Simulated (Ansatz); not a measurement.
The same molecule with X = Al, Ga, In. Ansatz, PBE0-D4/def2-TZVP geometries, multiplicity 2.

Elements past krypton have def2 core potentials. Scalar relativity is left out up to krypton.

```json
{"X": "Ga", "molecule": "`[O][Ga]([F])[Cl]`•", "mean X–Cl bond length / Å": "2.103", "mean X–F bond length / Å": "1.733", "mean X–O bond length / Å": "1.792", "size of the dipole moment (ωB97M-V/def2-TZVPP) / D": "0.75", "ideal-gas entropy at 298 K and 1 bar (rigid rotor, harmonic PBE0-D4/def2-TZVP) / J/(mol·K)": "325", "zero-point energy (PBE0-D4/def2-TZVP) / kJ/mol": "14.0"}
{"X": "In", "molecule": "`[O][In]([F])[Cl]`•", "mean X–Cl bond length / Å": "2.286", "mean X–F bond length / Å": "1.928", "mean X–O bond length / Å": "1.987", "size of the dipole moment (ωB97M-V/def2-TZVPP) / D": "0.91", "ideal-gas entropy at 298 K and 1 bar (rigid rotor, harmonic PBE0-D4/def2-TZVP) / J/(mol·K)": "341", "zero-point energy (PBE0-D4/def2-TZVP) / kJ/mol": "11.7"}
```

(1) Give the row for X = Al, `[O][Al]([F])[Cl]`•. (Estimate.)

## Answers

(1) Computed: 
```tsv
X	molecule	mean X–Cl bond length / Å	mean X–F bond length / Å	mean X–O bond length / Å	size of the dipole moment (ωB97M-V/def2-TZVPP) / D	ideal-gas entropy at 298 K and 1 bar (rigid rotor, harmonic PBE0-D4/def2-TZVP) / J/(mol·K)	zero-point energy (PBE0-D4/def2-TZVP) / kJ/mol
Al	`[O][Al]([F])[Cl]`•	2.063	1.632	1.724	0.57	312	17.1
```

From Al to In the mean X–Cl bond length rises at each step, by 0.223 Å in all; the mean X–F bond length rises at each step, by 0.296 Å in all; the mean X–O bond length rises at each step, by 0.263 Å in all; the ideal-gas entropy at 298 K and 1 bar (rigid rotor, harmonic PBE0-D4/def2-TZVP) rises at each step, by 29 J/(mol·K) in all; the zero-point energy (PBE0-D4/def2-TZVP) falls at each step, by 5.4 kJ/mol in all. Bonds lengthen as the atom grows down the group. Dipoles are sizes alone, and their direction can turn along the series.
